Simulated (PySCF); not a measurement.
**J couplings in 2-methyltetrahydrofuran-3-one**

Cartesian coordinates in Å; atom numbers follow the order of the lines, from 1:
```xyz
15

C     2.033   -0.203   -0.299
C     0.570    0.086   -0.612
O    -0.196   -1.102   -0.607
C    -1.507   -0.783   -0.185
C    -1.361    0.336    0.846
C    -0.078    1.012    0.414
O     0.358    2.063    0.791
H     2.470   -0.810   -1.087
H     2.574    0.735   -0.216
H     2.105   -0.746    0.640
H     0.491    0.585   -1.596
H    -2.104   -0.436   -1.043
H    -1.952   -1.696    0.211
H    -2.197    1.031    0.870
H    -1.211   -0.063    1.851
```

Method: B3LYP/pcJ-1 (without the spin–dipole term)//GFN2-xTB, PySCF 2.14; isolated molecule, single conformer, non-relativistic. Couplings are averaged over pairs made equivalent by symmetry, fast rotation or ring inversion, so a value needn't be that of the named pair in this geometry, while other rotamers aren't included; one pair stands for each set, and the list holds a selection of those of at least 0.8 Hz over up to four bonds, among pairs with at least one C or H atom (others weren't computed).

Isotopes: ¹³C, ¹H, ¹⁷O. Couplings to quadrupolar nuclei such as 17O and 33S are rarely resolved in practice.

| pair | bonds | J (Hz) |
| --- | --- | --- |
| C1, C2 | 1 | 40.1 |
| C1, H8 | 1 | 135.9 |
| C2, O3 | 1 | 23.6 |
| C2, C6 | 1 | 41.9 |
| C2, H11 | 1 | 147.3 |
| O3, C4 | 1 | 23.5 |
| C4, C5 | 1 | ? |
| C4, H12 | 1 | ? |
| C4, H13 | 1 | 156.9 |
| C5, C6 | 1 | ? |
| C5, H14 | 1 | ? |
| C5, H15 | 1 | ? |
| C6, O7 | 1 | 33.6 |
| C1, C6 | 2 | -0.9 |
| C1, H11 | 2 | ? |
| C2, C4 | 2 | -1.1 |
| O3, H11 | 2 | -6.6 |
| C4, H14 | 2 | ? |
| C6, H15 | 2 | -6.7 |
| H12, H13 | 2 | -9.8 |
| C1, C4 | 3 | 3.6 |
| C2, H14 | 3 | 1.9 |
| C6, H13 | 3 | 7.5 |
| H12, H15 | 3 | 12.3 |
| H13, H14 | 3 | ? |
| H11, H13 | 4 | -1.2 |

Problem. Estimate the withheld couplings, with signs.

Solution. 
- ¹J(C4,C5) = 36.4 Hz (bond length 1.528 Å)
- ¹J(C4,H12) = 146.8 Hz (bond length 1.101 Å, sp3 carbon)
- ¹J(C5,C6) = 40.5 Hz (bond length 1.513 Å)
- ¹J(C5,H14) = 142.8 Hz (bond length 1.088 Å, sp3 carbon)
- ¹J(C5,H15) = 135.5 Hz (bond length 1.092 Å, sp3 carbon)
- ²J(C1,H11) = -3.1 Hz (angle at C2 110°)
- ²J(C4,H14) = 1.6 Hz (angle at C5 114°)
- ³J(H13,H14) = 1.1 Hz (dihedral angle 93°)
